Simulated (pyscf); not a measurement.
•H₂C–C≡N → cyclic C₂H₂N (SMILES [C]1=NC1) [doublet], a ring closure (doublet surface; none broken, C–N formed). Optimised with ωB97X-D3(BJ)/def2-SVP in PySCF. Correlated levels are frozen-core, on RHF or UHF. ΔMP2 is the change of the MP2 total energy from the triple- to the quadruple-zeta basis. Energies in eV from the reactant's lowest minimum found.

Small-basis levels: PySCF, no dispersion term, spherical d functions. AM1 to PM7: differences of heats of formation from MOPAC. GFN2-xTB: tblite. Open shells are spin-unrestricted. 

```
level                             barrier  reaction energy
--------------------------------  -------  ---------------
HF/6-31G*                            2.62            +2.68
BP86/6-31G*                          2.32            +2.14
PBE/6-31G*                           2.33            +2.11
B3LYP/STO-3G                         2.73            +2.49
B3LYP/LANL2DZ                        2.80            +2.98
B3LYP/6-311+G**                      2.41            +2.31
PBE/def2-SVP                         2.36            +2.12
B3LYP/def2-SVP                       2.46            +2.28
GFN2-xTB                             2.82            +2.32
AM1                                  3.91            +4.25
PM3                                  3.00            +3.44
PM7                                  3.39            +3.84
CCSD(T)/def2-TZVPP + ΔMP2(QZVPP)     2.34            +2.20
```

Against the last row the barrier runs from -0.02 (BP86/6-31G*) to +1.57 eV (AM1). At HF/6-31G*, B3LYP/LANL2DZ, AM1, PM3, PM7 this geometry lies under one side, so the entry may be no barrier of that level: it is a single point on another level's saddle. CCSD(T)/def2-TZVPP + ΔMP2(QZVPP) has limits of its own. One saddle was located; it need not be the lowest between these sides. The CCSD(T) − MP2 part came from Ansatz, without density fitting, on the same reference. A UHF reference is spin-contaminated (<S²> up to 1.06), which harms MP2 most.
